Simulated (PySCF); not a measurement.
A GIAO shielding run with PySCF 2.14.0 with density-fitted response routines (density fitting, non-relativistic, gas phase) on `C/C(COC=O)=C1\C[SiH2]1`, C6H10O2Si:

```
$ OMP_NUM_THREADS=1 python probes_run.py task.json out

{"job": {"kind": "nmr", "xc": "PBE0", "basis": "pcSseg-1"}, "charge": 0, "multiplicity": 1}
C     -0.926575    -1.862099    -0.594204
C     -0.413358    -0.684100     0.183570
C     -1.463462     0.162063     0.860045
O     -2.062973     1.071670    -0.086519
C     -1.451448     2.215731    -0.293004
O     -0.457195     2.622149     0.235510
C      0.857622    -0.340169     0.257275
C      2.177279    -0.799979    -0.296011
Si     2.235127     0.799678     0.742584
H     -1.677701    -1.535666    -1.312908
H     -0.112768    -2.349378    -1.123769
H     -1.393065    -2.583595     0.077161
H     -2.293523    -0.442633     1.230833
H     -1.016626     0.747569     1.668763
H     -2.023252     2.785817    -1.048018
H      2.267649    -0.781407    -1.375931
H      2.553402    -1.733310     0.105630
H      2.428388     2.060254     0.059356
H      2.762675     0.656656     2.090443
```

Hardware: 1 thread of an Arm Neoverse N1, shared host. The job also computes population analyses, field gradients, ring-centre shieldings.

Question: How large is the calculation?

Answer: 76 electrons, 210 basis functions and 1109 auxiliary functions.

Question: How long does it take, and how much memory does it need?

Answer: 66 s of wall time, with 14 SCF cycles and 5 response iterations; peak memory 0.87 GiB. Times on a shared host scatter by some tens of per cent.
